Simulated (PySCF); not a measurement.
Correlation energy of Ho⁵⁰⁺ (holmium, charge +50)

[Ne] 3s2 3p5, 2P determinant. Calculation: PySCF 2.14, in an uncontracted even-tempered set (17 s from 11 bohr⁻², ratio 2.5; 12 p from 15 bohr⁻², ratio 2.5; 4 d from 62 bohr⁻², ratio 2.7; 4 f from 93 bohr⁻², ratio 2.7); the spin-free X2C one-electron Hamiltonian (Gaussian nucleus). Frozen: 1s2; 15 electrons correlated; the 20 highest virtual orbitals of each spin left out.

```
  level  correlation energy (mhartree)
   CCSD                        -648.30
    (T)                          -0.82
CCSD(T)                        -649.12
```

Diagnostics: T1 = 0.00035, D1 = 0.0016, largest double amplitude 0.017.

Spin-orbit coupling, absent here, splits the open shell strongly.

Cost of the coupled-cluster step: roughly 24 core-seconds, for 15 correlated electrons.

At this charge the one-electron X2C treatment keeps the bare 1/r₁₂, with no two-electron picture change or Breit term. The effect here is smaller than on the frozen 1s shell; and a scalar Hamiltonian misses the large spin-orbit splitting of the p shells, which matters for ns² → np² pairs.
